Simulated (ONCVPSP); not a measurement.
**cerium, ONCV: configuration errors across variants**

* Element: Ce
* Generator: ONCVPSP 4.0.1
* Type: optimised norm-conserving Vanderbilt (ONCV)
* Functional: PBE
* Relativity: fully relativistic
* Frozen core: [Kr] 4d10
* Valence charge: 12
* Reference configuration: 4f1 5s2 5p6 5d1 6s0.5 (charge +1.5)
* Partial waves: 5s+6s: rc 2.60 bohr, ncon 4, nbas 9, qcut 4.6 1/bohr, 2 projectors; 5p: rc 2.65 bohr, ncon 4, nbas 8, qcut 5.8 1/bohr, 2 projectors, debl 2.1 Ha; 5d: rc 3.25 bohr, ncon 4, nbas 8, qcut 3.9 1/bohr, 2 projectors, debl 1.9 Ha; 4f: rc 1.85 bohr, ncon 4, nbas 9, qcut 7.8 1/bohr, 2 projectors, debl 3 Ha
* Local potential: polynomial inside 1.65 bohr (lpopt 1, dvloc0 1 Ha)
* Core correction: Teter function fitted to the true core (icmod 2), fcfact 0.2

Open shells are filled in proportion to 2j + 1.

All-electron excitation energies from the reference (eV): (1) 4f1 5s2 5p6 5d1 6s2 -10.951; (2) 4f1 5s2 5p6 5d1 6s1 -4.880; (3) 4f1 5s2 5p6 5d1 6s0 6.199; (4) 4f0 5s2 5p6 5d2 6s1 0.222.

2 further variants failed, have other tests or another functional or relativity, and are left out.

A true bound ghost makes a file unfit for plane-wave use even where its test errors are small: the radial tests pick states by their node count and pass the ghost by.

Errors AE − PS in meV (a dash: test not solved or not reliable):

| change | (1) | (2) | (3) | (4) | bound ghosts | GHOST(+) flags above zero |
| --- | --- | --- | --- | --- | --- | --- |
| base | -2.5 | -0.4 | -0.6 | +767 | none | s, d3/2 |
| p: rc 2.72 | -2.5 | -0.4 | -0.6 | +773 | none | s, d3/2 |
| all radii but the core radius scaled by about 1.24 (s 3.22, p 3.28, d 4.02, f 2.28 bohr); local potential polynomial inside 2.04 bohr (lpopt 1, dvloc0 1 Ha) | -6.3 | -1.2 | -1.6 | +1045 | none | none |
| local potential polynomial inside 1.30 bohr (lpopt 3, dvloc0 0 Ha) | -2.3 | – | -0.6 | +784 | none | s, p3/2, d5/2, p1/2, d3/2 |
| p: nproj 1 | -2.4 | -0.4 | -0.6 | +833 | none | s, d3/2 |
| p: qcut 7.4 | -2.9 | -0.5 | -0.8 | +724 | none | s, d3/2 |
| core correction Teter function, fcfact 4.75, rcfact 1.5 | -3.5 | -0.6 | -1.0 | +748 | none | s, d3/2 |
| core correction Teter function fitted to the true core (icmod 2), fcfact 1.26 | -2.6 | -0.5 | -0.7 | +737 | none | s, d3/2 |
| s: ncon 5, nbas 10 | -2.1 | -0.4 | -0.5 | +756 | none | s, d3/2 |
| d: nbas 9 | -2.6 | -0.5 | -0.7 | +765 | d3/2 | s, d5/2 |

Problem. Give the same row for: f: qcut 5.9.

Solution. -2.7, -0.5, -0.7, +1080; bound ghosts: none; GHOST(+) flags above zero: s, d3/2.
